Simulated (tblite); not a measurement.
Question: Write a Z-matrix for InChI=1S/C4H11F3N2Si/c1-2-8-10-9-3-4(5,6)7/h8-9H,2-3,10H2,1H3 as optimised with GFN2-xTB.

Answer: 
Z-matrix in Å and degrees, rows numbered from 1:
```
C 
C   1  1.5249
N   2  1.4421  1  111.06
Si  3  1.7076  2  123.24  1  -148.84
N   4  1.7240  3  102.79  2   179.06
C   5  1.4242  4  121.85  3   179.59
C   6  1.5258  5  110.45  4  -144.92
F   7  1.3441  6  112.02  5  -179.14
F   7  1.3428  6  112.05  5   -59.68
F   7  1.3371  6  112.72  5    60.55
H   1  1.0881  2  110.36  3   -60.51
H   1  1.0867  2  109.96  3    59.19
H   1  1.0868  2  110.37  3   179.40
H   2  1.0910  1  109.97  3  -118.91
H   2  1.0995  1  109.48  3   123.20
H   3  1.0096  2  111.61  1    60.57
H   4  1.4711  3  118.51  2   -65.88
H   4  1.4707  3  106.58  2    57.90
H   5  1.0081  4  118.84  3   -31.58
H   6  1.1012  5  113.97  4    94.96
H   6  1.0905  5  109.34  4   -26.80
```

N5 (silicon-bound nitrogen) has angles 121.8°, 118.8° and 112.5°, sum 353.2°, 0.20 Å off the plane of its three neighbours. N3 (silicon-bound nitrogen) has angles 123.2°, 118.4° and 111.6°, sum 353.2°, 0.20 Å off the plane of its three neighbours. Si4 (SiH2 silicon) is distorted tetrahedral (angles from 102.8° to 118.5°). Of the pairs four or more bonds apart, F9···H19 is among the closest relative to their van der Waals radii: 2.60 Å, 97 % of the sum of Bondi's values.

The geometry is computed with GFN2-xTB (gas phase).

Point group: C1 (no symmetry element, even within 0.4 Å). Its GFN2-xTB frequencies are all real (lowest 28 cm⁻¹). The numbers are those of one conformer (C1–C2–N3–Si4 -149°, C2–N3–Si4–N5 179°, N3–Si4–N5–C6 180°, Si4–N5–C6–C7 -145°).
